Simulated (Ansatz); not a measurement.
`O[SiH](F)[AlH2]` + H₂O → `[OH][AlH2]` + `O[SiH2]F` at 298.15 K and 1 bar (formal hydrolysis of the Al–Si bond).

Isolated molecules relaxed with PBE0-D4/def2-TZVP in Ansatz; ΔE leaves out vibrations. CCSD(T)/CBS is the MP2 limit (def2-TZVPP, def2-QZVPP) plus CCSD(T) − MP2 in def2-TZVPP, frozen cores. This one scheme is used for every species. Each species was taken in one conformer, which may not be the lowest.

```json
{"species": "`O[SiH](F)[AlH2]`", "CCSD(T)/CBS energy (Eh)": "-708.55508", "H − E (kJ/mol)": "124.1", "S (J/(mol·K))": "345.6"}
{"species": "H₂O", "CCSD(T)/CBS energy (Eh)": "-76.37941", "H − E (kJ/mol)": "66.4", "S (J/(mol·K))": "188.7"}
{"species": "`[OH][AlH2]`", "CCSD(T)/CBS energy (Eh)": "-319.03157", "H − E (kJ/mol)": "82.3", "S (J/(mol·K))": "252.8"}
{"species": "`O[SiH2]F`", "CCSD(T)/CBS energy (Eh)": "-465.96250", "H − E (kJ/mol)": "103.4", "S (J/(mol·K))": "276.2"}
```

H − E and S are ideal-gas, rigid-rotor, harmonic terms from PBE0-D4/def2-TZVP, for one conformer and one mirror image of each species. 1 Eh = 2625.50 kJ/mol, R = 8.31446 J/(mol·K).

By hand: ΔE, ΔH, ΔS and ΔG.

ΔE = (-319.03157) + (-465.96250) − (-708.55508) − (-76.37941) = -0.05958 Eh = -156.4 kJ/mol. Δ(H − E) = 82.3 + 103.4 − 124.1 − 66.4 = -4.8, so ΔH = -161.2 kJ/mol. ΔS = 252.8 + 276.2 − 345.6 − 188.7 = -5.3 J/(mol·K). ΔG = -161.2 − 298.15 × (-5.3)/1000 = -159.6 kJ/mol.

By hand: the equilibrium constant, and the temperature at which ΔG would vanish if ΔH and ΔS stayed fixed.

log₁₀ K = −ΔG/(RT ln 10) = 28.0. ΔG = 0 at ΔH/ΔS = 30415 K, far beyond where these terms or the molecules hold.

The number of gas molecules stays the same, so ΔS is small and ΔH decides. A doubt of 5 kJ/mol in ΔE shifts log₁₀ K by 0.9 here. Other conformers and mirror images would add mixing entropy, several J/(mol·K) or more a flexible species. Modes under 60 cm⁻¹, often nearly free rotors, make the harmonic entropy too high. These are equilibria of isolated gas molecules and say nothing of rates. Largest T1 diagnostic: 0.012 (customary marks: 0.02 for closed shells, 0.045 for open ones).
